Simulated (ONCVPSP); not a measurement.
## Configuration tests for B (ONCV)

ONCVPSP 4.0.1 input, shortened (lines: element, Z, core and valence counts, functional; n l f; lmax; l rc ep ncon nbas qcut; lloc lpopt rc5 dvloc0; l nproj debl; icmod fcfact rcfact), LDA (Perdew-Wang 92), fully relativistic:

```
  B 5.00    1    2  -001012      upf
    1    0    2.00
    2    0    2.00
    2    1    1.00
    1
    0    1.40    0.00    3    6    4.00
    1    3.50    0.00    4    9    4.80
    4    5    1.15    3.00
    0    2    3.90
    1    2    3.20
    2    0.35    1.20
```

Open shells are filled in proportion to 2j + 1.

Energies are relative to the spin-unpolarised reference configuration 2s2 2p1; without spin polarisation the order of configurations can differ from experiment.

```csv
valence configuration,charge,ΔE all-electron (eV),error AE − PS (meV)
2s2 2p0,+1,8.321,+121
2s2 2p0.5,+0.5,2.940,+18
2s1 2p1,+1,14.277,-59
```

Q: What are ΔE and the potential's error for 2s1 2p0?

A: ΔE = 33.619 eV all-electron; the error (AE − PS) is +356 meV.
